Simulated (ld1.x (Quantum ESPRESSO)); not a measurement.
**Configuration tests for Cu (Z = 29) (TM)**

* Element: Cu (Z = 29)
* Generator: ld1.x (Quantum ESPRESSO) 7.5
* Type: norm-conserving Troullier–Martins (Kleinman–Bylander form)
* Functional: LDA (PZ)
* Relativity: fully relativistic
* Frozen core: [Ar]
* Valence charge: 11
* Reference configuration: 3d10 4s1 4p0
* Partial waves: 4s (bound): rc 1.80 bohr; 4p (bound, empty): rc 3.65 bohr; 3d (bound): rc 0.80 bohr
* Local potential: all-electron potential smoothed inside 1.20 bohr (lloc = -1)
* Core correction: a·sin(br)/r model core inside 0.75 bohr

Open shells are filled in proportion to 2j + 1 (rel_dist='average').

Energies are relative to the spin-unpolarised reference configuration 3d10 4s1 4p0; without spin polarisation the order of configurations can differ from experiment.

| valence configuration | charge | ΔE all-electron (eV) | error AE − PS (meV) |
| --- | --- | --- | --- |
| 3d10 4s0 4p0 | +1 | 8.435 | -18 |
| 3d9 4s0 4p0 | +2 | 30.123 | -38 |
| 3d8 4s0 4p0 | +3 | 69.486 | -424 |
| 3d10 4s0.5 4p0 | +0.5 | 3.303 | -3.4 |
| 3d9 4s2 4p0 | 0 | 2.004 | -120 |
| 3d9 4s1 4p1 | 0 | 6.935 | -68 |

Task: What are ΔE and the potential's error for 3d9 4s1 4p0?

Result: ΔE = 11.903 eV all-electron; the error (AE − PS) is -73 meV.

Levels in the configuration 3d9 4s1 4p1:

| level | all-electron (eV) | pseudo (eV) |
| --- | --- | --- |
| 3d j=3/2 | -12.008 | -12.156 |
| 3d j=5/2 | -11.711 | -11.862 |
| 4s j=1/2 | -7.376 | -7.301 |
| 4p j=1/2 | -2.312 | -2.303 |
| 4p j=3/2 | -2.237 | -2.227 |

These tests converged, but a pseudo level misses the all-electron one widely, so the file describes the atom poorly there or has found another state: 3d8 4s0 4p0: empty 4s by 6.5 eV (a node warning on the way).

Note: ghost state, extra bound levels that the all-electron valence spectrum of the same l lacks: s at -48.9 eV. A true bound ghost makes a file unfit for plane-wave use.
